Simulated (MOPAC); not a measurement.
MOPAC input (AM1):

```
AM1 1SCF CHARGE=-1 GEO-OK AUX(PRECISION=9) THREADS=1
C2H9P2Si

C    -1.18635000 1   -0.55694800 1   -1.59475300 1
Si    0.08327300 1   -0.19009900 1   -0.22229300 1
C     1.72585000 1    0.17917300 1   -1.12521900 1
P     0.07795000 1   -1.76938900 1    1.25963000 1
P    -0.50140600 1    2.00505900 1    0.36063400 1
H    -1.19840200 1    0.23073900 1   -2.35306600 1
H    -2.19160800 1   -0.64621500 1   -1.17647000 1
H    -0.94209400 1   -1.50518400 1   -2.08094800 1
H     2.06641800 1   -0.72386400 1   -1.63835000 1
H     2.49860000 1    0.45950400 1   -0.40503800 1
H     1.62728000 1    0.98775700 1   -1.85729600 1
H     1.16490900 1   -1.17802600 1    1.97863300 1
H    -1.53895500 1    1.64928500 1    1.26165900 1
H     0.46285400 1    2.11898200 1    1.39884800 1
```

Output:

```
 *******************************************************************************
 **                                                                           **
 **                              MOPAC v23.2.5                                **
 **                                                                           **
 *******************************************************************************
 ** MOPAC's Digital Object Identifier: https://doi.org/10.5281/zenodo.6511958 **
 **                                                                           **
 ** Please cite the open-source release paper for use of this MOPAC version:  **
 ** J. E. Moussa and J. J. P. Stewart (2026)                                  **
 ** MOPAC: An open-source semiempirical molecular orbital program             **
 ** J. Open Source Softw., 11(119), 8025, https://doi.org/10.21105/joss.08025 **
 *******************************************************************************

                              AM1 CALCULATION RESULTS

 *******************************************************************************
 *  AM1        - The AM1 Hamiltonian to be used
 *  GEO-OK     - OVERRIDE INTERATOMIC DISTANCE AND OTHER SAFETY CHECKS
 *
 *
 *
 *                 CHARGE ON SYSTEM = -1
 *
 *
 *
 *  1SCF       - DO 1 SCF AND THEN STOP
 *  AUX        - OUTPUT AUXILIARY INFORMATION
 *******************************************************************************
AM1 1SCF CHARGE=-1 GEO-OK AUX(PRECISION=9) THREADS=1
 C2H9P2Si

   ATOM   CHEMICAL          X               Y               Z
  NUMBER   SYMBOL      (ANGSTROMS)     (ANGSTROMS)     (ANGSTROMS)

     1       C         -1.18635000  *  -0.55694800  *  -1.59475300  *
     2      Si          0.08327300  *  -0.19009900  *  -0.22229300  *
     3       C          1.72585000  *   0.17917300  *  -1.12521900  *
     4       P          0.07795000  *  -1.76938900  *   1.25963000  *
     5       P         -0.50140600  *   2.00505900  *   0.36063400  *
     6       H         -1.19840200  *   0.23073900  *  -2.35306600  *
     7       H         -2.19160800  *  -0.64621500  *  -1.17647000  *
     8       H         -0.94209400  *  -1.50518400  *  -2.08094800  *
     9       H          2.06641800  *  -0.72386400  *  -1.63835000  *
    10       H          2.49860000  *   0.45950400  *  -0.40503800  *
    11       H          1.62728000  *   0.98775700  *  -1.85729600  *
    12       H          1.16490900  *  -1.17802600  *   1.97863300  *
    13       H         -1.53895500  *   1.64928500  *   1.26165900  *
    14       H          0.46285400  *   2.11898200  *   1.39884800  *

          CARTESIAN COORDINATES

    NO.       ATOM           X           Y           Z

     1         C         -1.1864     -0.5569     -1.5948
     2        Si          0.0833     -0.1901     -0.2223
     3         C          1.7259      0.1792     -1.1252
     4         P          0.0780     -1.7694      1.2596
     5         P         -0.5014      2.0051      0.3606
     6         H         -1.1984      0.2307     -2.3531
     7         H         -2.1916     -0.6462     -1.1765
     8         H         -0.9421     -1.5052     -2.0809
     9         H          2.0664     -0.7239     -1.6383
    10         H          2.4986      0.4595     -0.4050
    11         H          1.6273      0.9878     -1.8573
    12         H          1.1649     -1.1780      1.9786
    13         H         -1.5390      1.6493      1.2617
    14         H          0.4629      2.1190      1.3988

  H: (AM1): M.J.S. DEWAR ET AL, J. AM. CHEM. SOC. 107 3902-3909 (1985)
  C: (AM1): M.J.S. DEWAR ET AL, J. AM. CHEM. SOC. 107 3902-3909 (1985)
 Si: (AM1): M.J.S.DEWAR, C. JIE, ORGANOMETALLICS, 6, 1486-1490 (1987).
  P: (AM1): M.J.S.DEWAR, JIE, C, THEOCHEM, 187, 1 (1989)

           Empirical Formula: C2 H9 Si P2  =    14 atoms

      MOLECULAR POINT GROUP   :   C1

      RHF CALCULATION, NO. OF DOUBLY OCCUPIED LEVELS = 16

 -------------------------------------------------------------------------------
 AM1 1SCF CHARGE=-1 GEO-OK AUX(PRECISION=9) THREADS=1
 C2H9P2Si

     1SCF WAS SPECIFIED, SO BFGS WAS NOT USED
     SCF FIELD WAS ACHIEVED

                              AM1 CALCULATION
                                                       MOPAC v23.2.5 Linux

          FINAL HEAT OF FORMATION =        -43.92190 KCAL/MOL =    -183.76921 KJ/MOL

          COSMO AREA              =        158.26 SQUARE ANGSTROMS
          COSMO VOLUME            =        160.41 CUBIC ANGSTROMS

          IONIZATION POTENTIAL    =          3.709150 EV
          HOMO LUMO ENERGIES (EV) =         -3.709  3.566
          NO. OF FILLED LEVELS    =         16
          MOLECULAR WEIGHT        =        123.1261         POINT GROUP:  C1

          MOLECULAR DIMENSIONS (Angstroms)

            Atom       Atom       Distance
            H    14    H     8     5.21703
            H     9    H    13     4.49646
            H    12    H     6     4.25348

          SCF CALCULATIONS        =          1

   ATOM   CHEMICAL          X               Y               Z
  NUMBER   SYMBOL      (ANGSTROMS)     (ANGSTROMS)     (ANGSTROMS)

     1       C         -1.18635000  *  -0.55694800  *  -1.59475300  *
     2      Si          0.08327300  *  -0.19009900  *  -0.22229300  *
     3       C          1.72585000  *   0.17917300  *  -1.12521900  *
     4       P          0.07795000  *  -1.76938900  *   1.25963000  *
     5       P         -0.50140600  *   2.00505900  *   0.36063400  *
     6       H         -1.19840200  *   0.23073900  *  -2.35306600  *
     7       H         -2.19160800  *  -0.64621500  *  -1.17647000  *
     8       H         -0.94209400  *  -1.50518400  *  -2.08094800  *
     9       H          2.06641800  *  -0.72386400  *  -1.63835000  *
    10       H          2.49860000  *   0.45950400  *  -0.40503800  *
    11       H          1.62728000  *   0.98775700  *  -1.85729600  *
    12       H          1.16490900  *  -1.17802600  *   1.97863300  *
    13       H         -1.53895500  *   1.64928500  *   1.26165900  *
    14       H          0.46285400  *   2.11898200  *   1.39884800  *

                             CARTESIAN COORDINATES

   1    C       -1.186350000    -0.556948000    -1.594753000
   2   Si        0.083273000    -0.190099000    -0.222293000
   3    C        1.725850000     0.179173000    -1.125219000
   4    P        0.077950000    -1.769389000     1.259630000
   5    P       -0.501406000     2.005059000     0.360634000
   6    H       -1.198402000     0.230739000    -2.353066000
   7    H       -2.191608000    -0.646215000    -1.176470000
   8    H       -0.942094000    -1.505184000    -2.080948000
   9    H        2.066418000    -0.723864000    -1.638350000
  10    H        2.498600000     0.459504000    -0.405038000
  11    H        1.627280000     0.987757000    -1.857296000
  12    H        1.164909000    -1.178026000     1.978633000
  13    H       -1.538955000     1.649285000     1.261659000
  14    H        0.462854000     2.118982000     1.398848000

           Empirical Formula: C2 H9 Si P2  =    14 atoms

      MOLECULAR POINT GROUP   :   C1

                  EIGENVALUES
 -25.62373 -24.77244 -17.68072 -15.81394 -10.51870 -10.48266 -10.02282  -9.83779
  -9.68074  -8.83411  -7.66360  -7.64874  -6.51077  -6.32688  -5.20160  -3.70915
   3.56557   4.81813   5.35864   5.41095   5.68330   5.85580   6.95577   7.88336
   7.99461   8.19753   8.23507   8.64763   8.93083

              NET ATOMIC CHARGES AND DIPOLE CONTRIBUTIONS

  ATOM NO.   TYPE          CHARGE      No. of ELECS.   s-Pop       p-Pop
    1          C          -0.513792        4.5138     1.26409     3.24970
    2         Si           1.222225        2.7778     0.86096     1.91681
    3          C          -0.531692        4.5317     1.26896     3.26273
    4          P          -1.196175        6.1962     1.92953     4.26665
    5          P          -0.836628        5.8366     1.87225     3.96438
    6          H           0.068045        0.9320     0.93195
    7          H           0.080991        0.9190     0.91901
    8          H           0.075487        0.9245     0.92451
    9          H           0.073959        0.9260     0.92604
   10          H           0.064628        0.9354     0.93537
   11          H           0.080012        0.9200     0.91999
   12          H           0.136821        0.8632     0.86318
   13          H           0.149669        0.8503     0.85033
   14          H           0.126450        0.8736     0.87355
 DIPOLE           X         Y         Z       TOTAL
 POINT-CHG.     0.975     3.106    -3.280     4.621
 HYBRID         0.934     0.520     0.573     1.212
 SUM            1.908     3.626    -2.707     4.911

          ATOMIC ORBITAL ELECTRON POPULATIONS

     Atom    s        px        py        pz
    1  C   1.26409   1.11517   1.02452   1.11002
    2 Si   0.86096   0.65077   0.55325   0.71279
    3  C   1.26896   1.16862   1.02741   1.06670
    4  P   1.92953   1.47720   1.32914   1.46030
    5  P   1.87225   1.18023   1.57087   1.21327
    6  H   0.93195
    7  H   0.91901
    8  H   0.92451
    9  H   0.92604
   10  H   0.93537
   11  H   0.91999
   12  H   0.86318
   13  H   0.85033
   14  H   0.87355

 **********************
 *                    *
 * JOB ENDED NORMALLY *
 *                    *
 **********************

 == MOPAC DONE ==
```

The dipole moment of an ion depends on the origin.

The geometry given is a B3LYP-D3(BJ)/def2-TZVP minimum.
